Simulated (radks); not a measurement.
Al III, 11 electrons, occupied as 1s1 2s2 2p6 3s2 (not the ground configuration). Method: scalar-relativistic Kohn-Sham, LDA (Slater exchange, Perdew-Wang correlation), spin-polarised, spherical densities, finite nucleus; open shells are filled with parallel spins first; Fermi nuclear charge, rms radius 3.061 fm; computed with a radial shooting solver on a logarithmic mesh with Libxc functionals. Some entries of the table are withheld. Estimate them.

orbital  occ.  eigenvalue (eV)  <r^2> (bohr^2)
1s up       1        -1676.351         0.01846
1s down     0        -1615.328         0.01912
2s up       1        -154.3574          0.4096
2s down     1        -151.0293          0.4212
2p up       3        -119.0624             (1)
2p down     3        -116.5730             (2)
3s up       1         -28.2271           4.483
3s down     1         -27.8907           4.571

Answer. 
(1) 2p up <r^2> (bohr^2): 0.3606
(2) 2p down <r^2> (bohr^2): 0.3719
